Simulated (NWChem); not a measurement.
H$_{2}$TeSe; SMILES [TeH][SeH]

All runs: NWChem. This build's default masses of Se (78.918 u) and Br (79.917 u) are each other's, which moves their modes by up to 0.6 %. def2 effective core potentials on Te; no spin-orbit coupling. Each level has its own optimisation; frequencies are unscaled.

```tsv
level	r H–Te (Å)	r Se–Te (Å)	r H–Se (Å)	highest harmonic frequency (cm⁻¹)	lowest (cm⁻¹)	zero-point energy (kcal/mol)
Hartree-Fock/3-21G (all-electron, non-relativistic)	1.680	2.669	1.471	2343	230	9.2
B3LYP/3-21G (all-electron, non-relativistic)	1.711	2.692	1.498	2169	213	8.5
Hartree-Fock/STO-3G (all-electron, non-relativistic)	1.627	2.532	1.443	2882	292	11.1
PBE0/def2-SVP (core potentials)	1.671	2.528	1.474	(withheld)	(withheld)	9.3
```

What belongs in the gaps?


- PBE0/def2-SVP (core potentials), highest harmonic frequency (cm⁻¹): 2436
- PBE0/def2-SVP (core potentials), lowest (cm⁻¹): 249
